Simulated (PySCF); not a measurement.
Br²⁺: ionisation energy

Br²⁺ [Ar] 3d10 4s2 4p3 (4S) → Br³⁺ [Ar] 3d10 4s2 4p2 (3P), as a difference of total energies. Computed with PySCF 2.14 in aug-cc-pwCVTZ-PP with ECP10MDF (8s7p6d4f1g, 96 functions), with a scalar-relativistic core potential. Correlated levels: valence: 3s2 3p6 3d10 frozen; valence and next inner shell: nothing frozen outside the core potential. The calculations carry no spin-orbit coupling.

```tsv
method	ionisation energy (eV)
UHF	34.625
LDA	35.174
PBE	35.004
PBE0	35.138
r2SCAN	35.388
MN15	34.833
PW91	35.083
TPSSh	35.133
LC-wPBE	35.155
MP2 (valence)	35.168
SCS-MP2 (valence)	35.009
MP2 (valence and next inner shell)	35.354
SCS-MP2 (valence and next inner shell)	35.145
```

Task: How much does correlation contribute at MP2 (valence and next inner shell)?

Result: 35.354 − (34.625) = 0.729 eV, measured against UHF.

The reference lies between the lowest fine-structure levels, while these numbers refer to the centres of the terms.

Errors of the correlated levels include the incompleteness of this basis and the frozen core.

For comparison: 34.871 ± 0.019 eV (measured; NIST Atomic Spectra Database, ionization energies).
